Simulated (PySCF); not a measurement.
Compound: C7H6O.
Cartesian coordinates in Å at the GFN2-xTB level; atoms count from 1:
```xyz
14
C7H6O angstrom
C      3.3443    0.0666   -0.1106
C      2.1459   -0.0103   -0.0871
C      0.7406   -0.0521   -0.0452
C     -0.0560   -1.0974   -0.3176
C     -1.5046   -0.7796   -0.1703
C     -1.5301    0.6880    0.2601
C     -0.0762    1.1307    0.3264
O      0.3149    2.2302    0.6226
H      4.3913    0.1248   -0.1339
H      0.2809   -2.0763   -0.6152
H     -1.9675   -1.4376    0.5694
H     -2.0290   -0.9437   -1.1149
H     -1.9899    0.8311    1.2385
H     -2.0653    1.3251   -0.4444
```

Computed, not measured: TDDFT PBE0/def2-SVPD, vertical, gas phase, core orbitals frozen in the response (PySCF 2.14.0, density-fitted response routines).

Ground-to-excited transition dipoles (e·a0, same axes as the geometry; the sign carries no meaning), for the states with f of 0.002 or more among the lowest 5:

| state | E (eV) | μx | μy | μz |
| --- | --- | --- | --- | --- |
| S2 | 5.018 | 0.907 | 0.785 | 0.192 |
| S5 | 6.192 | -0.776 | 0.214 | 0.091 |

Problem. What oscillator strength does each state have?

Solution. f = (2/3) ΔE |μ|² with ΔE in hartree (27.2114 eV).

```tsv
state	|μ|² (au)	|μ| (D)	f
S2	1.475	3.09	0.181
S5	0.657	2.06	0.100
```

Problem. What is the point group, and which symmetry does each of these states have?

Solution. Cs. Polarised in the mirror plane, so A′: S2 and S5.

Problem. Which bond between heavy atoms lies closest to the direction of the S2 transition dipole?

Solution. C3–C4, at 12° from it; next C6–C7 at 25°.

Problem. What angle do the transition dipoles of S2 and S5 make?

Solution. |cos θ| = |μa·μb| / (|μa| |μb|) = 0.53, so θ ≈ 58° (taken between 0 and 90°, since the signs are arbitrary).

Problem. How is the summed strength of these states shared among x, y and z?

Solution. (2/3) Σ ΔE μα² gives 0.193 for x, 0.083 for y and 0.006 for z, 0.281 in all.

Problem. What peak molar absorption coefficient would the strongest computed level give as a lone Gaussian band 0.3 eV wide at half height?

Solution. ε(max) = 2.175×10⁸ f / FWHM, with the width in cm⁻¹. S2: 2.175×10⁸ × 0.1814 / 2420 ≈ 16000 L mol⁻¹ cm⁻¹.
